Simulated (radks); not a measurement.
Valence configurations of neutral rhenium (all share [Xe]). Calculated with a radial shooting solver on a logarithmic mesh with Libxc functionals: scalar-relativistic Kohn-Sham, SCAN, spin-polarised, spherical densities, finite nucleus; open shells are filled with parallel spins first (spin-orbit coupling, left out, can overturn this in heavy ions); meta-GGA in the generalised Kohn-Sham scheme; Fermi nuclear charge, rms radius 5.3698 fm. Energies are relative to 4f14 5d5 6s2; eigenvalues in eV for spin up.

| valence | E (eV) | moment (Bohr magnetons) | e(4f) | e(5d) | e(6p) | e(6s) |
|---|---|---|---|---|---|---|
| 4f14 5d5 6s2 | 0.000 | 5 | -42.781 | -6.645 | - | -6.889 |
| 4f14 5d5 6s1.5 6p0.5 | 1.519 | 6 | -43.538 | -7.391 | -2.247 | -7.515 |
| 4f14 5d6 6s1 | 1.751 | 5 | -40.576 | -4.991 | - | -6.271 |
| 4f14 5d5 6s1 6p1 | 2.422 | 7 | -44.122 | -7.993 | -2.666 | -7.923 |
| 4f14 5d4 6s2 6p1 | 5.861 | 5 | -47.213 | -9.665 | -2.885 | -8.767 |
| 4f13.5 5d5.5 6s2 | 20.498 | 5 | -47.903 | -7.140 | - | -6.897 |
| 4f13 5d6 6s2 | 42.868 | 5 | -53.125 | -7.616 | - | -6.890 |

NIST lists [Xe] 4f14 5d5 6s2 as the ground configuration; this level of theory agrees among the configurations tried. The energies are those of spherical high-spin densities, not of single terms. No valid solution was reached for [Xe] 4f13.5 5d5 6s2 6p0.5; [Xe] 4f13 5d5 6s2 6p1; [Xe] 4f12.5 5d5 6s2 6p1.5.
